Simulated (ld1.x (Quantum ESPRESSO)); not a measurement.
# Co (Z = 27): excitation energies, all-electron against TM

| Property | Result |
| --- | --- |
| Element | Co |
| Generator | ld1.x (Quantum ESPRESSO) 7.5 |
| Type | norm-conserving Troullier–Martins (Kleinman–Bylander form) |
| Functional | PBE |
| Relativity | scalar-relativistic |
| Frozen core | [Ne] 3s2 |
| Valence charge | 15 |
| Reference configuration | 3p6 3d7 4s2 4p0 |
| Partial waves | 4s (bound): rc 1.85 bohr; 3p (bound): rc 0.75 bohr; 3d (bound): rc 0.85 bohr |
| Local potential | the d channel |
| Core correction | none |

Energies are relative to the spin-unpolarised reference configuration 3p6 3d7 4s2 4p0; without spin polarisation the order of configurations can differ from experiment. Not all tests gave a result: 1 of 7 tests not solved or not reliable. Left out of the table: 3p6 3d6 4s2 4p0 (solver errors, printed error -17.4 eV).

```csv
valence configuration,charge,ΔE all-electron (eV),error AE − PS (meV)
3p6 3d7 4s0 4p0,+2,25.816,-26
3p6 3d5 4s0 4p0,+4,117.038,+205
3p6 3d7.5 4s1.5 4p0,0,-0.960,-9.6
3p6 3d7 4s0 4p1,+1,14.399,-17
```

(1) What are ΔE and the potential's error for 3p6 3d7 4s1 4p0?

(2) What are ΔE and the potential's error for 3p6 3d6 4s0 4p0?

Levels in the configuration 3p6 3d7 4s0 4p1:

| level | all-electron (eV) | pseudo (eV) |
| --- | --- | --- |
| 3p | -76.043 | -75.916 |
| 3d | -18.463 | -18.364 |
| 4p | -8.250 | -8.258 |

Note: ghost state, extra bound levels that the all-electron valence spectrum of the same l lacks: s at -538.6 eV. A true bound ghost makes a file unfit for plane-wave use.

Answers

(1) ΔE = 9.030 eV all-electron; the error (AE − PS) is -1.8 meV.

(2) ΔE = 61.686 eV all-electron; the error (AE − PS) is +95 meV.

ld1.x printed “convergence not achieved” for 1 of the counted tests; its residual had stalled under 1e-8, short of the target of 1e-14.
